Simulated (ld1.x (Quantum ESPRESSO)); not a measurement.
An all-electron radial function and its pseudo partner (Rh)

Columns: radius, all-electron u(r) and pseudo u(r) of the 5s shell (level -3.82 eV) of rhodium in the configuration [Kr] 4d8.5 5s0.5 5p0; PBE, scalar-relativistic, ultrasoft scheme, ld1.x (Quantum ESPRESSO) 7.5.

```csv
r (bohr),all-electron,pseudo
0.150,-0.0314,0.0554
0.300,0.1616,0.1102
0.450,0.0033,0.1639
0.600,-0.1851,0.2160
0.750,-0.2578,0.2661
0.900,-0.2213,0.3136
1.050,-0.1205,0.3583
1.200,0.0053,0.3996
1.350,0.1314,0.4374
1.500,0.2451,0.4715
1.650,0.3414,0.5015
1.800,0.4194,0.5274
1.950,0.4800,0.5490
2.100,0.5251,0.5664
2.250,0.5569,0.5795
2.400,0.5774,0.5883
2.550,0.5885,0.5928
2.700,0.5920,0.5931
2.850,0.5891,0.5892
3.000,0.5813,0.5813
3.150,0.5694,0.5694
3.300,0.5546,0.5546
3.450,0.5373,0.5373
3.600,0.5184,0.5184
3.750,0.4983,0.4983
3.900,0.4775,0.4775
```

Question: How many radial nodes do the two functions have?

Answer: The all-electron 5s function has n − l − 1 = 4 (the table is too coarse to show those close to the nucleus); the pseudo-wave has 0, since the states of the same l below it are removed with the core.

Question: At about which radius was the pseudo-wave matched?

Answer: 3.00 bohr, where the columns begin to agree (steps of 0.15 bohr).

Question: Where does each function peak?

Answer: Outermost all-electron maximum near 2.70 bohr, pseudo maximum near 2.70 bohr (to the table’s step).

Question: Is the pseudo-wave norm-conserving?

Answer: No, it belongs to an ultrasoft set: the norm inside the radius is not constrained, and the difference is carried by the augmentation charge.
